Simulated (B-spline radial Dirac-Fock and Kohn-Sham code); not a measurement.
## L-shell conversion coefficients of I against transition energy

These are calculated numbers from a radial B-spline solver; the model is a Dirac-Hartree-Slater potential of the neutral atom with a Latter tail (no hole, which puts coefficients of high multipoles low close above an edge), finite nucleus with surface currents. Subshells within 1 keV of threshold and pair formation are left out.

```
energy (keV)        E2        E3        E5        M1        M2        M5
        13.7      6630  1.41e+06  6.68e+09      29.8      7790  1.94e+10
        15.3      3800    727000  3.18e+09      21.4      4640  8.07e+09
        16.8      2380    415000  1.67e+09      16.2      3000  3.83e+09
          20       991    146000  4.89e+08      9.63      1330  9.50e+08
        31.5       104      9590  1.78e+07      2.49       169  2.55e+07
          50      11.0       611    557000     0.637      22.1    688000
        61.2      4.24       185    121000     0.352      9.32    146000
        76.4      1.52      50.6     22700     0.185      3.69     27600
        79.3      1.28      40.8     17100     0.166      3.16     20900
        82.3      1.08      32.9     13000     0.149      2.71     15900
        93.8     0.604      15.5      4850     0.102      1.59      6100
         100     0.455      10.7      3000    0.0852      1.23      3830
         186    0.0339     0.356      31.5    0.0150     0.113      51.7
         200    0.0255     0.244      18.8    0.0123    0.0868      32.1
         317   0.00463    0.0257     0.819   0.00358    0.0173      1.81
         341   0.00359    0.0185     0.513   0.00296    0.0136      1.18
         365   0.00285    0.0137     0.334   0.00248    0.0108     0.796
         400   0.00211   0.00923     0.190   0.00196   0.00805     0.474
         458   0.00137   0.00530    0.0855   0.00139   0.00524     0.225
         500   0.00105   0.00376    0.0520   0.00112   0.00399     0.141
         679  0.000440   0.00125    0.0106  0.000527   0.00160    0.0305
         835  0.000259  0.000652   0.00413  0.000322  0.000889    0.0118
         946  0.000192  0.000453   0.00245  0.000241  0.000632   0.00690
        1000  0.000169  0.000388   0.00197  0.000212  0.000544   0.00547
        1360  8.66e-05  0.000175  0.000651  0.000106  0.000245   0.00165
        1710  5.47e-05  0.000103  0.000318  6.41e-05  0.000140  0.000736
        1720  5.41e-05  0.000101  0.000312  6.33e-05  0.000138  0.000722
        2000  4.06e-05  7.27e-05  0.000203  4.59e-05  9.62e-05  0.000441
        2040  3.91e-05  6.96e-05  0.000192  4.41e-05  9.19e-05  0.000414
```

Q: How fast do they fall between 1720 and 2040 keV?

A: As powers of the energy: E2 E^-1.90, E3 E^-2.19, E5 E^-2.85, M1 E^-2.12, M2 E^-2.36, M5 E^-3.26. Within one type (E or M) the higher multipoles fall faster.
